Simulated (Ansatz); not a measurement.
These are Ansatz (a quantum-chemistry and plane-wave program) with frozen-core CCSD(T)/cc-pVTZ // B3LYP-D3(BJ)/def2-TZVP values and carry that method's errors.

Ansatz 0.2 input:
```yaml
crystal:
  periodic: [false, false, false]
  atoms:
    - { symbol: B, position_ang: [1.69185, 0.045963, -0.256831] }
    - { symbol: B, position_ang: [0.053334, 0.398012, -0.125022] }
    - { symbol: C, position_ang: [-0.979087, -0.693598, 0.368421] }
    - { symbol: O, position_ang: [-0.365023, 1.653492, -0.472778] }
    - { symbol: H, position_ang: [2.164306, -0.440071, -1.242094] }
    - { symbol: H, position_ang: [2.450833, 0.213222, 0.652396] }
    - { symbol: H, position_ang: [-0.639261, -1.203944, 1.274241] }
    - { symbol: H, position_ang: [-1.977712, -0.287897, 0.565239] }
    - { symbol: H, position_ang: [-1.084284, -1.473645, -0.394277] }
    - { symbol: H, position_ang: [-1.314953, 1.788467, -0.369296] }
basis:
  gaussian: { orbitals: cc-pVTZ }
correlation:
  method: ccsd_t
```

Output:

```
Functional definition: HF
1164 factors; integrals over basis functions are off by at most 9.9e-4 eV
mean field evaluation 1: about -4504.8098 eV, gradient 3.9e1 eV
mean field evaluation 2: about -4504.8100 eV, gradient 3.9e1 eV
mean field evaluation 4: about -4508.2330 eV, gradient 4.0e0 eV
mean field evaluation 8: about -4508.2880 eV, gradient 3.0e-4 eV
mean field evaluation 16: about -4508.2884 eV, gradient 2.1e-1 eV
mean field -4508.28799929 eV, -165.6765281466 hartree, gradient 3.8e-6 eV, S^2 0.000000; 0 other end points of the search recorded, 0 dependent functions left out
4 core orbitals not correlated
reference -4508.28799929 eV, -165.6765281466 hartree; 11, 11 occupied and 189, 189 virtual orbitals, 1164 factors
second order -16.78328430 eV of doubles, -0.00000000 eV of singles
cycle   1  -17.36767652 eV  change   -5.8e-1 eV  update   8.7e-2
cycle   2  -17.78628076 eV  change   -4.2e-1 eV  update   2.6e-2
cycle   3  -17.87699941 eV  change   -9.1e-2 eV  update   1.4e-2
cycle   4  -17.86790532 eV  change    9.1e-3 eV  update   3.6e-3
cycle   5  -17.86758948 eV  change    3.2e-4 eV  update   1.7e-3
cycle   6  -17.86777077 eV  change   -1.8e-4 eV  update   5.6e-4
cycle   7  -17.86751479 eV  change    2.6e-4 eV  update   2.2e-4
cycle   8  -17.86755571 eV  change   -4.1e-5 eV  update   1.1e-4
cycle   9  -17.86760162 eV  change   -4.6e-5 eV  update   5.3e-5
cycle  10  -17.86756778 eV  change    3.4e-5 eV  update   2.4e-5
cycle  11  -17.86758148 eV  change   -1.4e-5 eV  update   9.5e-6
perturbative correction -0.63927625 eV, -0.0234929690 hartree
Total energy: -4526.79485703 eV, -166.3566426240 hartree
```

Cost: roughly 110 core-seconds.
